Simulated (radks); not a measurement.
Species: neutral helium. Configuration: [He].

Method: scalar-relativistic Kohn-Sham, Slater X-alpha with alpha = 0.99, spin-polarised, spherical densities, finite nucleus; Gaussian nuclear charge, rms radius 1.6755 fm; computed with a radial shooting solver on a logarithmic mesh with Libxc functionals.

Energy parts (hartree):
| part | energy |
|---|---|
| total | -3.15629 |
| kinetic | 3.15659 |
| electron-nucleus | -7.09117 |
| Hartree | 2.16039 |
| exchange | -1.38209 |

Orbitals (lengths in bohr, moments of r in powers of bohr; <r^-3> diverges for s and p1/2; r(max) is where P^2 peaks):
| orbital | occ. | eigenvalue (hartree) | <r^4> | r(max) | <r^-3> | <r> |
|---|---|---|---|---|---|---|
| 1s | 2 | -0.72830 | 3.214 | 0.5415 | - | 0.8808 |

The highest occupied level is 1s at -19.818 eV. The density falls to 0.001 e/bohr^3 at r = 2.42 bohr. The electron density at the nucleus is 4.06 e/bohr^3 (large components only). Summed over all electrons, <r^2> = 2.140 bohr^2, which gives a Langevin (diamagnetic) susceptibility term of -1.7 x 10^-6 cm^3/mol. For comparison, the ionisation energy in NIST's Atomic Spectra Database is 24.587 eV (measured). In exact Kohn-Sham theory the highest level is minus the ionisation energy, but local and semilocal functionals leave it too shallow, through self-interaction and a potential that decays too fast; potentials with the right tail come closer.
